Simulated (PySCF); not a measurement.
An excited-state job on `CB(CCS)C`.

Computed with TDDFT CAM-B3LYP/def2-SVPD, vertical, gas phase, core orbitals frozen in the response (PySCF 2.14.0, density-fitted response routines). Geometry: PBE0-D3(BJ)/def2-SVP. A driver script takes a list of jobs; this job's settings line and coordinates (Å) are shown.

Input:
```
{"job": {"kind": "uv", "xc": "CAM-B3LYP", "basis": "def2-SVPD", "ip": true}, "charge": 0, "multiplicity": 1}
C     -1.235675     1.768684     0.201768
B     -0.591196     0.334713     0.176227
C     -1.483462    -0.926004    -0.124387
C      0.951272     0.186559     0.484117
C      1.581948    -1.190031     0.391158
S      3.320552    -1.283875     0.932945
H     -0.552291     2.592309     0.456153
H     -1.685482     1.980417    -0.785334
H     -2.085548     1.784238     0.907255
H     -1.478108    -1.589398     0.760306
H     -1.046684    -1.534900    -0.935061
H     -2.531057    -0.704851    -0.375506
H      1.490137     0.903938    -0.165624
H      1.106983     0.604382     1.498803
H      1.502444    -1.601972    -0.626941
H      1.066117    -1.904853     1.051510
H      3.809835    -0.406179     0.030316
```

Question: Give the output.

Answer: 
```
coarse grid: 13880 points
cycle   1  E = -581.6297140623  dE =  3.766e-01  |g| = 3.931e-01  |ddm| = 5.916e+00
cycle   2  E = -581.6525486212  dE = -2.283e-02  |g| = 3.019e-01  |ddm| = 1.138e+00
cycle   3  E = -581.6762526881  dE = -2.370e-02  |g| = 2.566e-02  |ddm| = 4.792e-01
cycle   4  E = -581.6764610504  dE = -2.084e-04  |g| = 1.141e-02  |ddm| = 8.027e-02
cycle   5  E = -581.6764992833  dE = -3.823e-05  |g| = 2.154e-03  |ddm| = 2.577e-02
cycle   6  E = -581.6765007563  dE = -1.473e-06  |g| = 8.579e-04  |ddm| = 6.733e-03
final grid: 126880 points
cycle   7  E = -581.7487087600  dE = -3.622e-05  |g| = 4.041e-03  |ddm| = 9.326e-02
cycle   8  E = -581.7487095202  dE = -7.603e-07  |g| = 3.701e-03  |ddm| = 1.511e-02
cycle   9  E = -581.7487130043  dE = -3.484e-06  |g| = 2.973e-04  |ddm| = 5.517e-03
cycle  10  E = -581.7487130248  dE = -2.049e-08  |g| = 1.621e-04  |ddm| = 8.396e-04
cycle  11  E = -581.7487130319  dE = -7.119e-09  |g| = 1.699e-05  |ddm| = 3.128e-04
cycle  12  E = -581.7487130320  dE = -1.237e-10  |g| = 7.100e-06  |ddm| = 5.094e-05
converged SCF energy = -581.7487130320

Static polarisability (au): isotropic 85.861, principal 70.328 83.273 103.982

Singlet excitations
state   eV       nm        f      main configurations
  1   5.4028    229.5   0.00789   H->L 0.39, H->L+3 0.23, H->L+2 0.16
  2   6.0723    204.2   0.00060   H->L+1 0.53, H-1->L+1 0.29
  3   6.1762    200.7   0.03213   H->L+2 0.53, H->L+3 0.25, H->L+4 0.11
  4   6.5575    189.1   0.00026   H-2->L+1 0.72, H-1->L+1 0.15
  5   6.8340    181.4   0.01800   H->L 0.38, H-1->L+1 0.12, H->L+4 0.12
  6   6.9397    178.7   0.00061   H->L+1 0.32, H-1->L+1 0.23, H-2->L+1 0.11
  7   7.0944    174.8   0.00561   H->L+4 0.42, H->L+5 0.20, H->L+3 0.18
  8   7.3063    169.7   0.02485   H->L+5 0.65, H->L+3 0.13
  9   7.6194    162.7   0.00645   H-1->L 0.78
 10   8.0516    154.0   0.03651   H-2->L 0.80

Triplet excitations (Tamm-Dancoff, eV): 5.0051 5.6853 5.7521 6.0697
Vertical ionisation energy (delta-SCF) = 9.0347 eV
```

The SCF starts on a coarse grid where the log names one; the energy can jump when the final grid takes over, and dE then counts from the start density on the new grid. H and L stand for HOMO and LUMO; the number after each pair is its weight.

Question: Which computed singlet has the largest oscillator strength, and what do all of them sum to?

Answer: State 10 at 8.05 eV (154 nm), f = 0.037; the 10 states sum to 0.133.

Question: Give S1 in cm⁻¹ and kJ/mol.

Answer: 5.4028 eV × 8065.54 = 43577 cm⁻¹; × 96.485 = 521.3 kJ/mol.

In short: HOMO -8.05 eV, LUMO 0.62 eV; lowest singlet 5.40 eV; lowest triplet 5.01 eV (Tamm–Dancoff); mean polarisability 85.9 au.

Question: Estimate the wall time. Hardware: an Arm Neoverse V1 with one thread (shared host).

Answer: About 73 s.

One conformer stands for the species.
Labels such as C1 count atoms from 1, the log's own numbers from 0.
